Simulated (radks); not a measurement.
Values are calculated unless marked as measured or tabulated.
Q: Br II, configuration [Ar] 3d10 4s2 4p4 (the NIST ground configuration). Code: a radial shooting solver on a logarithmic mesh with Libxc functionals. Model: non-relativistic Kohn-Sham, LDA (Slater exchange, VWN5 correlation), spin-polarised, spherical densities, point nucleus; open shells are filled with parallel spins first. Some entries of the table are withheld. Estimate them.

| orbital | occ. | eigenvalue (eV) | <r^2> (bohr^2) |
|---|---|---|---|
| 1s up | 1 | -13077.75 | 0.002562 |
| 1s down | 1 | -13077.61 | 0.002562 |
| 2s up | 1 | -1690.416 | 0.04430 |
| 2s down | 1 | -1690.321 | 0.04429 |
| 2p up | 3 | -1526.309 | 0.03419 |
| 2p down | 3 | -1526.173 | 0.03419 |
| 3s up | 1 | -240.0186 | 0.3656 |
| 3s down | 1 | -239.8221 | 0.3653 |
| 3p up | 3 | -182.6060 | 0.3804 |
| 3p down | 3 | -182.3844 | 0.3797 |
| 3d up | 5 | -79.8481 | 0.4300 |
| 3d down | 5 | -79.5690 | 0.4269 |
| 4s up | 1 | -30.4752 | (1) |
| 4s down | 1 | -28.8734 | (2) |
| 4p up | 3 | -18.2887 | 4.408 |
| 4p down | 1 | -16.7619 | 4.560 |

A: 
(1) 4s up <r^2> (bohr^2): 3.130
(2) 4s down <r^2> (bohr^2): 3.154
